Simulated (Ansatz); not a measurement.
Computed with Ansatz on PBE0-D4/def2-TZVP structures; ΔE is electronic, products minus reactants. CCSD(T)/CBS is the MP2 limit (def2-TZVPP, def2-QZVPP) plus CCSD(T) − MP2 in def2-TZVPP, frozen cores. DFT in def2-TZVPP. B3LYP here is the variant with VWN-RPA as its local correlation; programs differ in this. For Br outer-core shells are correlated without core-valence functions, which leaves a few kJ/mol of doubt a bond. Scalar relativity is left out up to krypton. One conformer a species, not always the lowest.

Consider the ligand exchange at the Si–C bond: `F[SiH](F)C[O][AlH2]` + HBr → `F[SiH](F)Br` + `C[O][AlH2]`.

```
             level  ΔE (kJ/mol)  difference from CCSD(T)/CBS
            PBE-D4       -101.0                          5.4
         r2SCAN-D4       -107.4                         -1.0
           PBE0-D4       -104.2                          2.2
          B3LYP-D4       -101.3                          5.1
           ωB97X-V       -103.1                          3.3
           ωB97M-V       -103.5                          2.9
            B2PLYP       -106.3                          0.1
               PBE       -103.5                          2.9
            r2SCAN       -108.4                         -2.0
              PBE0       -106.6                         -0.2
             B3LYP       -104.9                          1.5
     HF/def2-TZVPP       -114.2                         -7.8
    MP2/def2-TZVPP       -108.4                         -2.0
SCS-MP2/def2-TZVPP       -106.9                         -0.5
   CCSD/def2-TZVPP       -102.4                          4.0
CCSD(T)/def2-TZVPP       -101.6                          4.8
     HF/def2-QZVPP       -114.6                         -8.2
    MP2/def2-QZVPP       -111.3                         -4.9
SCS-MP2/def2-QZVPP       -109.4                         -3.0
      HF/CBS(def2)       -114.6                         -8.2
     MP2/CBS(def2)       -113.2                         -6.8
    CCSD/CBS(def2)       -107.2                         -0.8
       CCSD(T)/CBS       -106.4                            0
```

Largest T1 diagnostic among the species: 0.013.

From PBE to PBE0 (25 % exact exchange), in def2-TZVPP and without D4, ΔE moves by −3.1 kJ/mol. In def2-TZVPP, CCSD(T) changes the Hartree–Fock value by +12.5 kJ/mol (the triples alone add +0.8 kJ/mol) and MP2 by +5.8 kJ/mol.
